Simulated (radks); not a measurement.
Values are calculated unless marked as measured or tabulated.
Q: Valence configurations of W II (all share [Xe]). Code: a radial shooting solver on a logarithmic mesh with Libxc functionals. Model: scalar-relativistic Kohn-Sham, BLYP, spin-unpolarised, spherical densities, point nucleus. Order these by energy: 4f14 5d3.5 6s0.5 6p1; 4f13.5 5d4 6s1.5; 4f14 5d5; 4f13 5d5 6s1; 4f13 5d4 6s1 6p1; 4f14 5d4 6s1; 4f14 5d3 6s1 6p1; 4f14 5d4 6s0.5 6p0.5; 4f13 5d2.5 6s2 6p1.5; 4f13 5d3 6s2 6p1.

A: From the lowest, in eV above it: 4f14 5d4 6s1 0.000; 4f14 5d5 0.915; 4f14 5d4 6s0.5 6p0.5 2.699; 4f14 5d3.5 6s0.5 6p1 5.463; 4f14 5d3 6s1 6p1 5.692; 4f13.5 5d4 6s1.5 15.513; 4f13 5d5 6s1 32.865; 4f13 5d4 6s1 6p1 39.782; 4f13 5d3 6s2 6p1 42.099; 4f13 5d2.5 6s2 6p1.5 47.090. NIST lists [Xe] 4f14 5d4 6s1 as the ground configuration; this level of theory agrees among the configurations tried. The energies are those of spherical spin-averaged densities, not of single terms.
